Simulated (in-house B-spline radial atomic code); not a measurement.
Ionising neutral fluorine with different functionals

Computed with a radial B-spline atomic code at the basis-set limit: scalar-relativistic (spin-free X2C) Hamiltonian, Fermi nucleus of rms radius 2.8976 fm, spin-polarised at highest spin, spherical fractional occupations for the functionals, the average over the highest-spin determinants for Hartree-Fock. The ionisation energy is the difference of two self-consistent energies, [He] 2s2 2p5 → [He] 2s2 2p4, without Breit or QED terms; ε is the level of the shell that loses the electron (its least bound occupied spin orbital).

Hybrids are left out here: with spherical fractional occupations of an open shell their exact exchange keeps a self-interaction that integer-occupation calculations don't have.

```json
{"method": "Hartree-Fock", "rung": "Hartree-Fock", "ΔSCF (eV)": "15.64", "-ε(2p) (eV)": "18.32"}
{"method": "LDA VWN5", "rung": "LDA", "ΔSCF (eV)": "18.05", "-ε(2p) (eV)": "10.44"}
{"method": "LDA PW92", "rung": "LDA", "ΔSCF (eV)": "18.05", "-ε(2p) (eV)": "10.43"}
{"method": "LDA exchange-only", "rung": "LDA", "ΔSCF (eV)": "16.25", "-ε(2p) (eV)": "8.86"}
{"method": "PBE", "rung": "GGA", "ΔSCF (eV)": "17.83", "-ε(2p) (eV)": "10.22"}
{"method": "PBEsol", "rung": "GGA", "ΔSCF (eV)": "17.74", "-ε(2p) (eV)": "10.16"}
{"method": "BLYP", "rung": "GGA", "ΔSCF (eV)": "?", "-ε(2p) (eV)": "?"}
{"method": "RPBE", "rung": "GGA", "ΔSCF (eV)": "17.75", "-ε(2p) (eV)": "10.15"}
{"method": "PW91", "rung": "GGA", "ΔSCF (eV)": "17.93", "-ε(2p) (eV)": "10.31"}
{"method": "BP86", "rung": "GGA", "ΔSCF (eV)": "17.96", "-ε(2p) (eV)": "10.34"}
{"method": "AM05", "rung": "GGA", "ΔSCF (eV)": "?", "-ε(2p) (eV)": "?"}
{"method": "OLYP", "rung": "GGA", "ΔSCF (eV)": "17.61", "-ε(2p) (eV)": "10.06"}
{"method": "TPSS", "rung": "meta-GGA", "ΔSCF (eV)": "17.78", "-ε(2p) (eV)": "10.23"}
{"method": "SCAN", "rung": "meta-GGA", "ΔSCF (eV)": "17.74", "-ε(2p) (eV)": "10.35"}
{"method": "r2SCAN", "rung": "meta-GGA", "ΔSCF (eV)": "17.75", "-ε(2p) (eV)": "10.36"}
{"method": "revTPSS", "rung": "meta-GGA", "ΔSCF (eV)": "17.70", "-ε(2p) (eV)": "10.17"}
```

(1) What does AM05 give?

(2) What does BLYP give?

(3) How do they compare with the NIST value?

Answers

(1) ΔSCF 17.71 eV, and -ε(2p) = 10.13 eV.

(2) ΔSCF 17.85 eV, and -ε(2p) = 10.23 eV.

(3) NIST lists 17.423 eV (measured, ground level to ground level). Errors run from -1.78 to +0.63 eV; OLYP is closest (+0.18 eV), but part of that can be cancellation, since the calculations leave out spin-orbit coupling, Breit-QED terms, multiplet and fine-structure energies. Hartree-Fock also lacks correlation.
